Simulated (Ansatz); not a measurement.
`O=C1C[SiH2]1`, 8 atoms. Total charge 0; spin multiplicity 1. All runs use 2 threads of an Arm Neoverse V1 on a shared host. Correlated methods freeze the cores.

**Question.** How many basis functions does each run have, and how long does it take in Ansatz? RHF-MP2/def2-QZVPP energy; RKS PBE0-D4/def2-TZVP relaxation (13 steps); RHF-CCSD(T)/def2-SVP energy; RKS B97M-V/def2-TZVPP energy; RKS PBE0-D4/def2-TZVP frequencies; RKS LC-ωPBE/def2-TZVPP energy; RKS r2SCANh-D4/def2-TZVPP energy; RKS PBE0-D4/def2-SVP energy; RKS PBE-D4/def2-TZVPP energy and forces; direct RPA on PBE orbitals/def2-TZVPP energy; RKS ωB97M-V/def2-QZVPP energy; RKS PBE0-D4/def2-QZVPP energy. (An estimate is asked.)

**Answer.** The calculation gave: Other jobs shared the machine, so times are rough.

```csv
level,job,functions,wall time,peak host memory (GiB)
RKS PBE0-D4/def2-SVP,energy,80,1.1 s,0.39
RHF-CCSD(T)/def2-SVP,energy,80,2.5 s,0.39
RKS PBE-D4/def2-TZVPP,energy and forces,191,2.5 s,0.2
RKS LC-ωPBE/def2-TZVPP,energy,191,2.7 s,0.39
RKS r2SCANh-D4/def2-TZVPP,energy,191,5.5 s,0.41
direct RPA on PBE orbitals/def2-TZVPP,energy,191,6.5 s,0.4
RKS PBE0-D4/def2-QZVPP,energy,361,7 s,0.87
RKS B97M-V/def2-TZVPP,energy,191,9.5 s,0.26
RHF-MP2/def2-QZVPP,energy,361,18 s,1.5
RKS ωB97M-V/def2-QZVPP,energy,361,19 s,1.1
RKS PBE0-D4/def2-TZVP,relaxation (13 steps),154,40 s,0.3
RKS PBE0-D4/def2-TZVP,frequencies,154,100 s,0.39
```

LC-ωPBE has ω = 0.4 bohr⁻¹.
